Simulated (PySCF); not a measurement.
C4H7Cl. Atoms are numbered in the order given.

```xyz
12

C     -2.2684     1.0605    -0.3769
C     -1.2511    -0.0121    -0.7559
C     -0.6845    -0.7137     0.4337
C      0.5883    -0.7307     0.8317
Cl     1.8777     0.0713    -0.0005
H     -2.6919     1.5370    -1.2738
H     -1.8018     1.8460     0.2368
H     -3.1041     0.6374     0.2029
H     -1.7371    -0.7605    -1.4070
H     -0.4316     0.4297    -1.3425
H     -1.3857    -1.2647     1.0724
H      0.9244    -1.2614     1.7246
```

The structure is a stationary point at PBE0-D3(BJ)/def2-SVP. Other conformers were not sampled.

All values below come from PBE0-D3(BJ)/def2-SVP (PySCF).

Frequencies are harmonic and unscaled.

```tsv
mode	ν (cm⁻¹)	IR (km/mol)	moving atoms (share of kinetic energy)
1	38	0.1	C 51 %, H 33 %, Cl 16 %
2	194	0.9	H 49 %, C 28 %, Cl 23 %
3	247	1.5	H 52 %, C 45 %
4	275	0.4	H 48 %, C 40 %, Cl 12 %
5	495	0.1	C 64 %, H 32 %
6	580	0.7	C 63 %, H 22 %, Cl 15 %
7	732	43.8	H 75 %, C 24 %
8	769	46.4	C 60 %, H 20 %, Cl 20 %
9	800	2.4	H 74 %, C 26 %
10	912	17.1	H 56 %, C 42 %
11	963	0.9	H 81 %, C 19 %
12	1052	2.8	H 51 %, C 49 %
13	1091	3.7	C 55 %, H 45 %
14	1117	4.0	H 62 %, C 38 %
15	1234	0.5	H 80 %, C 19 %
16	1283	0.8	H 86 %, C 14 %
17	1308	14.7	H 76 %, C 24 %
18	1374	15.3	H 63 %, C 37 %
19	1394	1.8	H 75 %, C 25 %
20	1456	2.3	H 93 %
21	1468	8.3	H 97 %
22	1478	6.2	H 93 %
23	1733	18.3	C 94 %
24	3054	17.1	H 94 %
25	3055	25.7	H 97 %
26	3127	0.2	H 91 %, C 9 %
27	3151	19.2	H 91 %, C 9 %
28	3158	17.8	H 90 %, C 10 %
29	3172	5.8	H 92 %, C 8 %
30	3240	4.7	H 91 %, C 9 %
```
